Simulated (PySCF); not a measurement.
C4H13BN2.
Geometry (PBE0-D3(BJ)/def2-SVP, Å), atoms numbered from 1 in this order:
```
atom  x, y, z in Å
C1     2.2548    0.2148   -1.7242
N2     1.2652   -0.1877   -0.7581
C3     1.7091   -1.2551    0.0993
B4     0.0167    0.4902   -0.6947
N5    -1.1624    0.0640   -0.0241
C6    -1.4582   -1.2659    0.4397
C7    -2.2379    0.9948    0.2043
H8     1.9034    1.0934   -2.2808
H9     3.2152    0.4721   -1.2374
H10    2.4687   -0.5863   -2.4580
H11    1.0684   -1.3470    0.9845
H12    2.7347   -1.0506    0.4585
H13    1.7407   -2.2391   -0.4096
H14   -0.0494    1.5532   -1.2788
H15   -0.7535   -1.9976    0.0272
H16   -2.4702   -1.5664    0.1102
H17   -1.4439   -1.3540    1.5441
H18   -2.4245    1.1542    1.2840
H19   -3.1867    0.6351   -0.2385
H20   -1.9958    1.9683   -0.2416
```

Theory: PySCF 2.14.0, density-fitted response routines, TDDFT wB97X-D/def2-SVPD, vertical, gas phase, core orbitals frozen in the response.

Computed states:

```tsv
state	E (eV)	f
S1	5.88	0.0052
S2	6.40	0.259
S3	6.67	0.057
S4	7.13	0.0000
S5	7.51	0.0008
S6	7.65	0.0082
S7	7.66	0.0059
S8	7.82	0.014
S9	7.85	0.019
S10	7.91	0.087
```

Each state is given a Gaussian of 0.5 eV full width at half maximum, with ε(max) = 2.175×10⁸ f / Δν̃ (Δν̃ the width in cm⁻¹). The width is an assumption, not a result. The curve ends short of the highest state used, and states not computed would add to its high-energy end.

Task: Give the broadened spectrum and its maxima.

Result: 
(E (eV), ε (L mol⁻¹ cm⁻¹)): (5.13, 1), (5.21, 2), (5.28, 5), (5.36, 14), (5.43, 30), (5.51, 64), (5.58, 111), (5.66, 195), (5.73, 312), (5.81, 550), (5.88, 957), (5.96, 1856), (6.03, 3231), (6.11, 5628), (6.18, 8340), (6.26, 11627), (6.33, 13995), (6.41, 15359), (6.48, 15077), (6.56, 13264), (6.63, 10878), (6.71, 7933), (6.79, 5300), (6.86, 3477), (6.94, 1982), (7.01, 1130), (7.09, 565), (7.16, 335), (7.24, 300), (7.31, 445)

Maxima: 193 nm (6.43 eV), ε about 15000, made up of S2 (90%) and S3 (10%) (ε in L mol⁻¹ cm⁻¹; maxima over ε = 5, shares over 10%). At its high-energy end, 7.31 eV, the curve is still rising (ε about 440, from S6, S7 and S10).

Task: Coming from long wavelengths, where does ε first pass 100 L mol⁻¹ cm⁻¹?

Result: At about 223 nm (5.57 eV), 0.31 eV below S1.

Task: What would ε be at 6.43 eV, the highest of these maxima, with half the width (0.25 eV)?

Result: About 27400 L mol⁻¹ cm⁻¹ against 15400, a factor of about 1.8; a lone state at its own centre would give exactly 2.

Task: On this curve, what absorbance would a 10⁻³ mol/L sample give at 222 nm over a 1 cm path?

Result: 222 nm is 5.585 eV, where ε is about 120 L mol⁻¹ cm⁻¹, so A = ε c l ≈ 0.12 (Beer–Lambert, with the gas-phase spectrum and the assumed width).

The vertical ionisation energy is 7.77 eV (ΔSCF), so S8 and higher lie in the continuum; a finite Gaussian basis only mimics such states.

Without π bonds the low states are Rydberg-like; a valence basis with one diffuse set may place them up to an eV too high.
